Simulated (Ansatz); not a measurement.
An input meant for CaI2 (charge 0, singlet).

```yaml
crystal:
  periodic: [false, false, false]
  atoms:
    - {symbol: Ca, position_ang: [-0.339232, -0.483965, -0.172766]}
    - {symbol: I, position_ang: [-0.249657, -0.053488, 1.843973]}
    - {symbol: I, position_ang: [0.540421, 0.468321, -1.432458]}
basis:
  gaussian: {orbitals: def2-SVP}
hamiltonian: {xc: {name: B97M-V}}
scf: {omitted_lower_state_checks: [starts]}
output: {forces: true}
```

```sh
$ ansatz run in.yaml --threads 4 --pin off --events-out ev --progress --plain --max-ram 3916MiB
```

Output, abridged:

```
Functional definition: B97M-V
916 factors; their error is unknown
mean field evaluation 1: about -34613.3312 eV, gradient 3.7e1 eV
mean field evaluation 2: about -34606.5709 eV, gradient 5.9e1 eV
mean field evaluation 4: about -34617.8583 eV, gradient 3.0e0 eV
mean field evaluation 8: about -34617.8868 eV, gradient 1.7e-2 eV
mean field evaluation 16: about -34617.8772 eV, gradient 6.6e-5 eV
mean field -34617.87722155 eV, -1272.1835230522 hartree, gradient 6.6e-5 eV, S^2 0.000000; 0 other end points of the search recorded, 0 dependent functions left out
reference -34617.87728111 eV, -1272.1835252407 hartree; 35, 35 occupied and 41, 41 virtual orbitals, 916 factors
Total energy: -34617.87728111 eV, -1272.1835252407 hartree
Atom 0 at    -0.339232    -0.483965    -0.172766 Å, force   -24.107102   -29.439654    13.027203 eV/Å
Atom 1 at    -0.249657    -0.053488     1.843973 Å, force     1.092326     4.442359    19.402104 eV/Å
Atom 2 at     0.540421     0.468321    -1.432458 Å, force    23.014776    24.997296   -32.429307 eV/Å
Dipole moment:    -0.462495    -0.661627    -0.372834 e Å
Checks for a lower state left out: starts
```

In this input the geometry is squeezed to about two thirds of its size. Self-consistency was reached. The result belongs to that input, not to the species as meant.

In the def2 sets I takes a core potential; there is no spin–orbit coupling.
